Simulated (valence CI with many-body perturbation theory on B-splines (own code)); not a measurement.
# E1 transitions of I19+

Calculated by relativistic CI+MBPT: six valence electrons over a frozen Dirac-Fock core [Ar] 3d10, a basis of 9 s, 9 p, 8 d, 6 f, 3 g, 1 h functions for each j, with the one-electron correlation potential Σ1, the two-electron term Σ2, the three-electron term Σ3, Breit, model QED; selected CI, second order for the rest, scaled by the run's own slope (own B-spline code, finite nucleus).

No measured spectrum was set against this ion. As an estimate, levels hold to about 250 cm⁻¹ or 0.2 % of their energy and the worst to 1 %, as in measured heavy ions of charge 2 to 7; those with d or f electrons hold less well. Among the levels kept, up to 1000 cm⁻¹ of a level comes from second order outside the variational space, and about a tenth of that is noise between levels of different J, which matters for small intervals.

Lines 51 to 87 of 87 in falling wavelength, among levels below 908420 cm⁻¹, chosen from the strongest by gf and those to the six lowest levels. Wavelengths and rates use the calculated energies, so an error of 1000 cm⁻¹ moves a line at 141.1 Å by 0.14 % and its rate by three times that or more. Electric multipoles are in the length gauge, E1 and E2 with the static RPA response of the core. Weak lines are less certain than strong ones. Lines between different terms over intervals too small for the method are left out, as are lines whose strength nearly cancels. The highest levels of a list are the least certain.

Levels are named by their leading jj configuration (3d3/2^4 stands for four electrons in 3d with j = 3/2), which in mixed levels can hold well under half, so a name can repeat and another be missing. Letters in brackets count levels of one name in rising energy.

```csv
λ vac (Å),Upper,Lower,A (s⁻¹),S (a.u.)
141.1,(4s^2 4p1/2 4p3/2^2 4d5/2) J=2 [b],(4s^2 4p1/2 4p3/2^3) J=2,2.27e+08,1.57e-03
140.2,(4s^2 4p1/2 4p3/2^2 4d5/2) J=0,(4s^2 4p1/2 4p3/2^3) J=1,3.69e+10,5.01e-02
140.0,(4s^2 4p1/2 4p3/2^2 4d5/2) J=3 [b],(4s^2 4p1/2 4p3/2^3) J=2,7.28e+09,6.90e-02
139.6,(4s^2 4p1/2^2 4p3/2 4d5/2) J=3,(4s^2 4p1/2^2 4p3/2^2) J=2,2.67e+10,2.51e-01
139.0,(4s^2 4p1/2 4p3/2^2 4d3/2) J=1 [b],(4s^2 4p1/2^2 4p3/2^2) J=0,3.15e+10,1.25e-01
138.5,(4s^2 4p1/2 4p3/2^2 4d5/2) J=3 [c],(4s^2 4p1/2 4p3/2^3) J=2,2.02e+10,1.86e-01
138.3,(4s^2 4p1/2 4p3/2^2 4d5/2) J=2 [a],(4s^2 4p1/2 4p3/2^3) J=1,4.43e+09,2.89e-02
137.6,(4s^2 4p1/2 4p3/2^2 4d3/2) J=1 [c],(4s^2 4p1/2 4p3/2^3) J=2,3.86e+09,1.49e-02
137.4,(4s^2 4p1/2 4p3/2^2 4d5/2) J=2 [c],(4s^2 4p1/2 4p3/2^3) J=2,4.35e+10,2.79e-01
136.7,(4s^2 4p1/2 4p3/2^2 4d5/2) J=2 [b],(4s^2 4p1/2 4p3/2^3) J=1,3.47e+10,2.19e-01
136.5,(4s^2 4p1/2 4p3/2^2 4d3/2) J=1 [a],(4s^2 4p1/2^2 4p3/2^2) J=2,2.86e+09,1.08e-02
135.6,(4s^2 4p1/2 4p3/2^2 4d3/2) J=2 [a],(4s^2 4p1/2^2 4p3/2^2) J=2,3.40e+09,2.09e-02
134.4,(4s^2 4p1/2 4p3/2^2 4d5/2) J=1 [b],(4s^2 4p1/2 4p3/2^3) J=2,1.64e+11,5.88e-01
134.1,(4s^2 4p1/2 4p3/2^2 4d3/2) J=3 [b],(4s^2 4p1/2 4p3/2^3) J=2,1.46e+10,1.22e-01
133.6,(4s^2 4p1/2 4p3/2^2 4d3/2) J=3 [a],(4s^2 4p1/2^2 4p3/2^2) J=2,4.14e+09,3.41e-02
133.4,(4s^2 4p1/2 4p3/2^2 4d3/2) J=1 [c],(4s^2 4p1/2 4p3/2^3) J=1,3.41e+10,1.20e-01
133.2,(4s^2 4p1/2 4p3/2^2 4d5/2) J=2 [c],(4s^2 4p1/2 4p3/2^3) J=1,1.06e+09,6.18e-03
132.1,(4s^2 4p1/2 4p3/2^2 4d3/2) J=1 [b],(4s^2 4p1/2^2 4p3/2^2) J=2,3.75e+09,1.28e-02
131.9,(4s^2 4p1/2 4p3/2^2 4d5/2) J=3 [a],(4s^2 4p1/2^2 4p3/2^2) J=2,2.80e+09,2.22e-02
130.4,(4s^2 4p1/2 4p3/2^2 4d5/2) J=1 [b],(4s^2 4p1/2 4p3/2^3) J=1,2.38e+10,7.82e-02
129.2,(4s^2 4p1/2 4p3/2^2 4d5/2) J=1 [a],(4s^2 4p1/2^2 4p3/2^2) J=0,7.09e+07,2.27e-04
128.8,(4s^2 4p1/2 4p3/2^2 4d3/2) J=1 [d],(4s^2 4p1/2 4p3/2^3) J=2,5.72e+10,1.81e-01
125.6,(4s^2 4p1/2 4p3/2^2 4d3/2) J=2 [b],(4s^2 4p1/2^2 4p3/2^2) J=2,1.52e+10,7.45e-02
125.2,(4s^2 4p1/2 4p3/2^2 4d3/2) J=1 [d],(4s^2 4p1/2 4p3/2^3) J=1,1.44e+10,4.17e-02
123.2,(4s^2 4p1/2 4p3/2^2 4d5/2) J=1 [a],(4s^2 4p1/2^2 4p3/2^2) J=2,7.59e+10,2.10e-01
122.1,(4s^2 4p1/2 4p3/2^2 4d3/2) J=1 [c],(4s^2 4p1/2^2 4p3/2^2) J=0,4.86e+10,1.31e-01
120.5,(4s^2 4p1/2 4p3/2^2 4d5/2) J=2 [a],(4s^2 4p1/2^2 4p3/2^2) J=2,9.48e+09,4.09e-02
119.6,(4s^2 4p1/2 4p3/2^2 4d5/2) J=1 [b],(4s^2 4p1/2^2 4p3/2^2) J=0,6.03e+10,1.53e-01
119.3,(4s^2 4p1/2 4p3/2^2 4d5/2) J=2 [b],(4s^2 4p1/2^2 4p3/2^2) J=2,1.70e+11,7.14e-01
118.5,(4s^2 4p1/2 4p3/2^2 4d5/2) J=3 [b],(4s^2 4p1/2^2 4p3/2^2) J=2,1.25e+10,7.20e-02
117.5,(4s^2 4p1/2 4p3/2^2 4d5/2) J=3 [c],(4s^2 4p1/2^2 4p3/2^2) J=2,1.49e+11,8.36e-01
116.8,(4s^2 4p1/2 4p3/2^2 4d3/2) J=1 [c],(4s^2 4p1/2^2 4p3/2^2) J=2,2.54e+11,6.00e-01
116.6,(4s^2 4p1/2 4p3/2^2 4d5/2) J=2 [c],(4s^2 4p1/2^2 4p3/2^2) J=2,1.94e+11,7.61e-01
115.2,(4s^2 4p1/2 4p3/2^2 4d3/2) J=1 [d],(4s^2 4p1/2^2 4p3/2^2) J=0,3.30e+11,7.45e-01
114.5,(4s^2 4p1/2 4p3/2^2 4d5/2) J=1 [b],(4s^2 4p1/2^2 4p3/2^2) J=2,5.64e+10,1.25e-01
114.3,(4s^2 4p1/2 4p3/2^2 4d3/2) J=3 [b],(4s^2 4p1/2^2 4p3/2^2) J=2,3.44e+11,1.78e+00
110.4,(4s^2 4p1/2 4p3/2^2 4d3/2) J=1 [d],(4s^2 4p1/2^2 4p3/2^2) J=2,7.99e+08,1.59e-03
```
